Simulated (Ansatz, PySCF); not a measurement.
SiBr2Cl, SMILES Cl[Si](Br)Br, multiplicity 2. Atoms are numbered in the order given.

```xyz
4

Si     0.6085     0.4415     0.0000
Br    -0.0688    -0.6521     1.8380
Br    -0.0688    -0.6521    -1.8380
Cl    -0.2019     2.3540     0.0000
```
Charge 0, spin multiplicity 2.

Geometry optimised at B3LYP-D3(BJ)/def2-SVP.

Two levels are set side by side: PBE-D3(BJ)/def2-SVP (Ansatz, a program for electronic structure) and B3LYP-D3(BJ)/def2-SVP (Ansatz). Each level has its own optimised geometry; the coordinates shown are those of the second. Frequencies come from the Hessian of PySCF at each geometry. Differences are taken from unrounded values.

```tsv
quantity	B3LYP-D3(BJ)	PBE-D3(BJ)	PBE-D3(BJ) minus B3LYP-D3(BJ)
mean bond length (Å)	2.188	2.191	0.003
bond Si1–Br2 (Å)	2.243	2.246	0.002
bond Si1–Br3 (Å)	2.243	2.246	0.002
bond Si1–Cl4 (Å)	2.077	2.083	0.006
highest harmonic wavenumber (cm⁻¹)	549	543	-6
mean harmonic wavenumber (cm⁻¹)	297	292	-5
zero-point energy (kcal/mol)	2.55	2.51	-0.04
```

On these quantities the two levels nearly agree.
